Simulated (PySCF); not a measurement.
**Core-level binding energies of BCl2(CCH)**

Species: BCl2(CCH), C2HBCl2.
Geometry (PBE0-D3(BJ)/def2-SVP, Å), atoms numbered from 1 in this order:
```xyz
6
C2HBCl2 angstrom
B      0.5241    0.9079    0.0034
Cl     2.2709    0.9128    0.0580
Cl    -0.3402    2.4265   -0.0443
C     -0.2342   -0.4021   -0.0019
C     -0.8412   -1.4570   -0.0057
H     -1.3793   -2.3881   -0.0095
```

The calculation used PySCF, delta-SCF UKS SCAN, pcX-2 on the ionised atom, pcseg-1 elsewhere, spin-free X2C. Binding energies are ΔSCF values: E(core-ionised, relaxed orbitals) − E(ground state) at a fixed geometry, referred to the vacuum level.

Problem. Give the core binding energies atom by atom.

Solution. 
```csv
atom(s),environment,level,binding energy (eV),2p1/2 (eV),above the level's lowest (eV),count
B1,boron bonded to C and 2 Cl,B 1s,198.75,–,0.00,1
Cl2/Cl3,chlorine bonded to B,Cl 2p3/2,206.62,208.27,0.00,2
C4,carbon bonded to B and C,C 1s,291.13,–,0.00,1
C5,carbon bonded to C and H,C 1s,291.31,–,+0.18,1
Cl2/Cl3,chlorine bonded to B,Cl 1s,2829.22,–,0.00,2
```

The 2 C 1s values lie within 0.18 eV of each other; Gaussian lines of 0.5 eV full width would blend them into one maximum.

Problem. What is the longest wavelength that can ionise B 1s of B1 vertically?

Solution. λ = hc/E = 12398.42 eV Å / 198.75 eV = 62.382 Å.

Problem. Give the binding energy of B 1s of B1 in hartree and in kJ/mol.

Solution. 198.75 eV = 7.3039 Eh = 19176 kJ/mol.

The first atom of each set that the bonding makes equivalent was ionised and stands for the set. Spin contamination (⟨S²⟩ against 0.75 for a pure doublet) is marked for C 1s of C4 (0.87) and C 1s of C5 (0.87), which makes these values less certain. The 2p values aren't plain energy differences: one relaxed spin-free 2p hole is combined with a matrix within the shell (ground-state 2p orbital-energy differences and spin–orbit coupling). 2p3/2, the mean of its two sublevels, lies a third of the splitting below the shell's mean and 2p1/2 two thirds above it; the statistical areas are 2:1. 2p1/2 minus 2p3/2 (ligand field included): Cl 1.65 eV. Isolated species at its PBE0-D3(BJ)/def2-SVP geometry, gas phase.
